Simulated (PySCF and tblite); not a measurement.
Results of a calculation; reference values are marked as such.
C6H11F, numbered as in [F:1][CH:2]1[CH2:3][CH2:4][CH2:5][CH2:6][CH2:7]1.

The ensemble was built from 90 distance-geometry starts (ETKDG and KDG, MMFF94s, GFN2-xTB) and rests on PBE0-D3(BJ)/def2-SVP geometries. Free energies are B3LYP-D3(BJ)/def2-TZVP (IEF-PCM, chloroform) single points with GFN2-xTB rigid-rotor and vibrational terms (modes under about 100 cm⁻¹ blended into free rotors). Symmetry numbers and mirror images are counted. Conformers within 3 kcal/mol (GFN2-xTB free energy) were kept, 8 at most. (PySCF 2.14, tblite 0.8.)

Rotational constants are equilibrium values for the commonest isotopes; dipoles come from the energy level named and are polarised by its solvent model.

The 6-ring runs over atoms 2–3–4–5–6–7.

```json
{"conformer": "1", "shape": "6-ring chair (all substituents equatorial)", "symmetry": "Cs"}
{"conformer": "2", "shape": "6-ring chair (F1 axial)", "symmetry": "Cs"}
```

(1) Give the rotational constants and dipole components.

(2) Which type of transition is strongest for conformer 1?

Answers

(1) 
```csv
conformer,A (MHz),B (MHz),C (MHz),abs μa (D),abs μb (D),abs μc (D),κ,Ic−Ia−Ib (u Å²)
1,4340,2204,1601,2.37,0.00,0.49,-0.56,-30.1
2,3574,2666,2007,1.12,0.00,1.77,-0.16,-79.2
```

(2) a-type, since that component is clearly the largest; the top is asymmetric (κ = -0.56).
